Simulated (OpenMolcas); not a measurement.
Ni2+.

```
Program             : OpenMolcas
Method              : CASSCF
Basis               : ANO-R2 [6s5p4d2f1g]
Scalar Hamiltonian  : X2C, finite nucleus
Active space        : 8 electrons in 10 orbitals (3d 4d)
State averaging     : 2S+1 = 3 even, 10 roots; 2S+1 = 1 even, 15 roots
Spin-orbit coupling : state interaction with AMFI integrals over the reference wave functions, term energies averaged over their components
```

Levels without dynamic correlation, in cm-1 above 3d8 3F4:

| Level | E |
| --- | --- |
| 3d8 1G4 | 25792 |
| 3d8 1D2 | 16807 |
| 3d8 3P2 | 19845 |
| 3d8 1S0 | 61394 |

On this reference, SS-CASPT2, IPEA 0.25 Eh, imaginary shift 0.1 Eh (closed shells correlated: 3s 3p) puts 3d8 1G4 at 23570 cm-1.

Q: Estimate the other levels at that method by one scale factor, and say how well it serves.

A: The factor is 23570 / 25792 = 0.914. Scaled values beside those that SS-CASPT2 gives and measured ones (Corliss and Sugar, J. Phys. Chem. Ref. Data 10, 197 (1981)):
```tsv
Level	Scaled	SS-CASPT2	Miss (%)	Measured
3d8 1D2	15362	13870	+10.8	14032
3d8 3P2	18138	16850	+7.6	16662
3d8 1S0	56114	53140	+5.6	52532
```
For these levels the scaled values miss SS-CASPT2 by up to 10.8 %, as correlation changes each term by its own factor, spin-orbit parts do not scale and CASPT2 has its own spread within terms. This holds within one configuration; levels of others move differently, and the target method has errors of its own against measurement.

Term energies are means over components that CASPT2 splits; among the terms shown or strongly mixed into the levels shown the widest spread is 630 cm-1 (3d8 1G, SS-CASPT2). Active for correlation alone: 4d; no level in the range computed is led by a configuration that fills it, so any true level of that kind is missing. Without dynamic correlation excited terms often stand tens of per cent too high (terms of higher spin than the ground term too low), and those without a measured partner can miss by more than the paired ones (holds for CASSCF). Measured partners are found by configuration, term and J. A level has none where our copy of the source lacks it or the pairing is in doubt (some pairs that miss far off the trend of their configuration count as doubtful), and it then counts in no deviation. Only configurations of the active space appear.
